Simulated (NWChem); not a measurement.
Molecule: BeIF; SMILES [F][Be][I]

Program: NWChem. The geometry was optimised at PBE0/def2-SVP. def2 effective core potentials on I; no spin-orbit coupling. B3LYP is NWChem's, with the RPA form of VWN correlation. Vertical excitations in the gas phase; the lowest state need not have the same character in each row.

Order these by “lowest excitation, singlet (eV)”, lowest first: B3LYP/def2-SVPD, full TDDFT; PBE/def2-SVPD, full TDDFT; PBE0/def2-SVPD, full TDDFT.

PBE/def2-SVPD, full TDDFT (5.76), B3LYP/def2-SVPD, full TDDFT (6.00), PBE0/def2-SVPD, full TDDFT (6.22)
